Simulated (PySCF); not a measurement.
**Bond length, frequency and bond energy of GdCl by level of theory**

State: octet, about 7.0 electrons in the 4f shell (Mulliken). Set-up: PySCF, spin-free X2C with a Gaussian nucleus, basis sets Gd x2c-TZVPall, Cl x2c-TZVPall. De refers to Gd (4f7 5d1 6s2) + Cl in their high-spin ground configurations, without counterpoise correction. The functionals are run spin-unrestricted. A positive dipole means Gd(−)Cl(+). Levels whose curve was spin-contaminated or gave no clean fit are not listed.

```csv
Level,Re (Å),ωe (cm⁻¹),De (eV),μ (D),"CPU s a point (SCF and correlation, without the integrals)"
ROHF,2.486,334,n/a,-2.98,34
ROHF-MP2,2.390,369,n/a,n/a,49
ROHF-SCS-MP2,2.412,360,n/a,n/a,n/a
TPSSh,2.418,340,5.09,-2.90,30
PBE0,2.405,351,5.01,-2.71,22
M06,2.416,353,5.26,-2.74,19
HSE06,2.406,350,5.01,-2.71,34
```

Task: What does second-order correlation do here, going from ROHF to ROHF-MP2?

Result: ROHF-MP2 less ROHF: -9.6 pm in Re, +10.5 % in ωe. Correlation nearly always deepens the well. The bond shortens, as in weak, metallic or heavy-atom bonds, where dispersion and the correlation of outer-core electrons pull the atoms together.

Correlated steps freeze 23 core orbitals. These are scalar-relativistic numbers at best; spin–orbit coupling would shift them, the dissociation energy most. UHF is strongly spin-contaminated for GdCl, so the ROHF reference used there is far from stable. With d or f electrons several states lie close, and the lowest PBE0 determinant need not be the measured ground state.

The whole job (state search and all levels along the bond) took about 20 min on 4 threads of Arm Neoverse V1 (shared host), peak memory 9.6 GiB.
